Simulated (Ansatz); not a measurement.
# Worked example: the step energy

An elementary step of BH4ClO3, singlet (BH₃O₃ ([OH][B]([OH])[OH]) + HCl → BH₂ClO₂ ([OH][B]([OH])[Cl]) + H₂O; B–O, H–Cl broken or loosened, B–Cl, O–H formed or tightened). “Start” and “end” are the PBE0-D4/def2-TZVP structures reached by relaxing down either side of its saddle point, with the molecules still in contact.

Program: Ansatz 0.2.0. Basis: def2-TZVPP and def2-QZVPP. Cores are frozen in the correlated methods.

Energies in eV:

| quantity | end | start |
| --- | --- | --- |
| Hartree–Fock, triple zeta (X = 3) | -19358.07223 | -19358.59877 |
| Hartree–Fock, quadruple zeta (X = 4) | -19358.75358 | -19359.27731 |
| MP2 correlation, X = 3 | -27.91370 | -27.87354 |
| MP2 correlation, X = 4 | -30.28619 | -30.23164 |
| CCSD(T) correlation, X = 3 | -29.67884 | -29.66578 |

**Question.** Work out the step energy at the basis limit: extrapolate Hartree–Fock as E(X) = E∞ + A exp(−7.88 √X) and the MP2 correlation as E(X) = E∞ + B X^−2.97 (the exponents that Neese and Valeev fitted for def2-TZVPP and QZVPP), then add CCSD(T) − MP2 in triple zeta.

**Answer.** Each step is linear, so take the differences first (end − start): Hartree–Fock 0.52654 (X = 3) and 0.52373 (X = 4); MP2 correlation -0.04016 and -0.05455; CCSD(T) correlation -0.01306.
Two points give E∞ = E(4) + w [E(4) − E(3)], with w = 1/(exp(7.88 (2 − √3)) − 1) = 0.1377 for Hartree–Fock and w = 1/((4/3)^2.97 − 1) = 0.7407 for the correlation.
Hartree–Fock: 0.52373 + 0.1377 × (-0.00281) = 0.5233 eV.
MP2 correlation: -0.05455 + 0.7407 × (-0.01439) = -0.0652 eV.
CCSD(T) − MP2: -0.01306 − (-0.04016) = 0.0271 eV.
Sum: 0.5233 + (-0.0652) + 0.0271 = 0.4852 eV, or 11.19 kcal/mol. Plain CCSD(T) in triple zeta gives 0.5135 eV, so the larger basis shifts the result by -0.0283 eV.

T1 diagnostic: at most 0.012.

Hydrogen chloride, the by-product of chloride precursors, can attack films and sites by steps of this kind.

Labels in which every atom is bracketed show which atoms are joined, not bond orders.

For scale, one of the runs: CCSD(T)/def2-TZVPP, 222 basis functions, launched by `ansatz run in.yaml --threads 4 --pin off --events-out ev --progress --plain --max-ram 9574MiB`. Time: 93 s of wall clock on 4 CPU threads of an Arm Neoverse V2; the host was shared. Peak host memory: 3.7 GiB.
